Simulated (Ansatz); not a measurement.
A structure relaxed at r2SCAN-D4/def2-TZVP in Ansatz, charge 0, doublet:

```xyz
3

In   -0.483   -0.612    1.687
N     0.615    0.649   -0.613
N    -0.132   -0.037   -1.075
```

Task: Give its formula and point group.

Result: InN2. Point group C2v (tolerance 0.1 Å).

Task: Summarise the bond lengths by kind (pairs closer than 1.2 times the sum of covalent radii, bridged metal pairs left out).

Result: 1 × N–N 1.11 Å.

In the def2 sets In takes a core potential; there is no spin–orbit coupling. The relaxation made no stability test and no search for a lower SCF solution. The structure comes from a short search, and lower isomers may exist.
